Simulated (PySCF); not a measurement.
## Calculated data, AlBH2NO

All values are calculated (PySCF 2.14.0). Calculation on a computer-drawn molecule: the log of a Hartree-Fock and frozen-core CCSD(T) single point meant for a local Hartree-Fock minimum, with one planted fault or none, to be diagnosed. Offsets are logged minus clean, where the clean run is the same molecule without the fault. The reference is restricted for singlets and unrestricted otherwise, and also for a bond in bohr or an excited solution. Adding or removing an electron swaps singlet and doublet. The excited solution moves the top pair (singlet) or top alpha electron (doublet) to the lowest empty orbital. Highest occupied and lowest empty are orbital energies over both spins, largest force is the largest gradient component, triples share is (T) over the correlation energy, the T1 limit is 0.02 restricted and 0.045 unrestricted, electrons count all cores, a negative frequency is imaginary (commonest isotopes), and the dipole is about the centre of nuclear charge.

Common to all runs: meant basis cc-pV(D+d)Z; logged basis functions 75; logged SCF converged yes; possible faults no fault, one electron removed, one electron added, multiplicity raised by two, geometry at a saddle point, SCF held on an excited solution, minimal basis STO-3G, one bond length entered in bohr, all coordinates scaled.

(1) 
```xyz
6
formula=AlBH2NO meant_charge=1 meant_multiplicity=1 logged_electrons=33 logged_spin_squared=0.7584 logged_highest_occupied=-24.254 logged_lowest_empty=-11.491 logged_largest_force=0.19168 logged_T1_diagnostic=0.018196 logged_D1_diagnostic=0.07134 logged_triples_share=0.023933 logged_CC_converged=yes logged_dipole_magnitude=0.61564 logged_SCF_stable_within_its_kind=yes logged_energy_HF=-396.42339 logged_energy_CCSD(T)=-396.85974 planted_fault=one_electron_removed HF_energy_offset_from_clean_run=299.1 CCSD(T)_energy_offset_from_clean_run=334.9
N     -1.8322     0.5410    -0.6831
B     -1.7302     0.9606     0.4536
O     -1.6168     1.4272     1.7178
Al    -1.4814     1.9835     3.2249
H     -1.9150     0.2003    -1.6059
H     -1.3527     2.5128     4.6593
```

Units: logged_highest_occupied, logged_lowest_empty in eV; logged_largest_force in hartree/bohr; logged_dipole_magnitude in debye; logged_energy_HF, logged_energy_CCSD(T) in hartree; HF_energy_offset_from_clean_run, CCSD(T)_energy_offset_from_clean_run in kcal/mol.

Drawn bonds:
```tsv
atom	other atom	order
1	2	2
2	3	1
3	4	1
1	5	1
4	6	1
```

(2) 
```xyz
6
formula=AlBH2NO meant_charge=0 meant_multiplicity=2 logged_electrons=35 logged_spin_squared=0.9141 logged_highest_occupied=-6.0001 logged_lowest_empty=-1.7613 logged_largest_force=0.023443 logged_dipole_magnitude=2.9916 logged_SCF_stable_within_its_kind=no logged_energy_HF=-397.06182
N      1.8741    -0.7973     1.0647
B      0.7129    -0.7906     1.4832
O     -0.5211    -0.7910     1.9303
Al    -1.9489    -1.3502     2.6797
H      2.7932    -0.7650     0.7206
H     -3.1553    -0.3176     2.6873
```

Units: logged_highest_occupied, logged_lowest_empty in eV; logged_largest_force in hartree/bohr; logged_dipole_magnitude in debye; logged_energy_HF in hartree.

Drawn bonds:
```tsv
atom	other atom	order
1	2	2
2	3	1
3	4	1
1	5	1
4	6	1
```

Notes: coupled-cluster numbers left out as unreliable.

Q: Which fault was planted in the run of AlBH2NO (entry 2)?
A: SCF held on an excited solution

Further results for AlBH2NO (entry 2):

* HF energy offset from clean run: 64.03 kcal/mol
